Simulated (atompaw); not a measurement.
## K (Z = 19): one change to a PAW (atompaw) potential, before and after

K, PAW, made with atompaw 4.2.0.5 (PBEsol, scalar-relativistic). Core [Ne], reference 3s2 3p6 4s1 4p0. Waves: 3s (bound): rc 1.90 bohr; 4s (bound): rc 2.30 bohr; 3p (bound): rc 2.05 bohr; 4p (bound, empty): rc 2.30 bohr; 3d channel at -0.05 Ry: rc 2.30 bohr; 3d channel at 1.2 Ry: rc 2.10 bohr. Local part: vpsmatchnc scheme with l = 3 at 0.5 Ry, radius 1.80 bohr. Core correction: smooth core density matched at 2.05 bohr. Augmentation charge: sinc compensation charge, radius 1.65 bohr; PAW radius 2.30 bohr; waves and projectors: custom polynom vanderbiltortho.

All-electron outer shells of the reference configuration (PBEsol, scalar-relativistic, ld1.x):

```json
{"shell": "2s", "level (eV)": "-352.86", "outermost node (bohr)": "0.11", "outermost maximum (bohr)": "0.32"}
{"shell": "2p", "level (eV)": "-279.90", "outermost node (bohr)": "–", "outermost maximum (bohr)": "0.26"}
{"shell": "3s", "level (eV)": "-35.27", "outermost node (bohr)": "0.48", "outermost maximum (bohr)": "1.08"}
{"shell": "3p", "level (eV)": "-18.80", "outermost node (bohr)": "0.45", "outermost maximum (bohr)": "1.15"}
{"shell": "4s", "level (eV)": "-2.30", "outermost node (bohr)": "1.59", "outermost maximum (bohr)": "4.23"}
{"shell": "4p", "level (eV)": "-0.79", "outermost node (bohr)": "1.88", "outermost maximum (bohr)": "5.71"}
```

Change: wave 3p (bound): rc 2.05 bohr becomes 3p (bound): rc 1.26 bohr.

Cutoffs: the cutoffs (Ry, on a coarse ladder) from which the occupation-weighted sum of valence levels, in a spherical-Bessel basis at the reference potential, stays within 10 and 1 mRy of its value at 400 Ry; they do not see the model core or the augmentation charge, which bear on the density cutoff.

What does the change do?

The potential gets harder (18 Ry and 30 Ry → 25 Ry and 50 Ry); neither file shows a bound ghost.

```tsv
quantity	base	changed
cutoff, loose	18 Ry	25 Ry
cutoff, tight	30 Ry	50 Ry
loose cutoff by channel (10 mRy a level)	s 10 Ry, p 15 Ry	s 10 Ry, p 21 Ry
bound ghosts	none	none
s: phases at 2.30 bohr within 0.05 rad from the reference energy up to (Ry; the scan ends near 5)	1.4	1.4
p: phases at 2.30 bohr within 0.05 rad from the reference energy up to (Ry; the scan ends near 5)	1.6	1.4
d: phases at 2.30 bohr within 0.05 rad from the reference energy up to (Ry; the scan ends near 5)	to the end of the scan	to the end of the scan
lowest overlap eigenvalue by channel	s 0.77, p 0.78, d 1.00	s 0.77, p 0.38, d 1.00
```

 The cutoffs see the waves, projectors and local potential, not the compensation charge or the core.
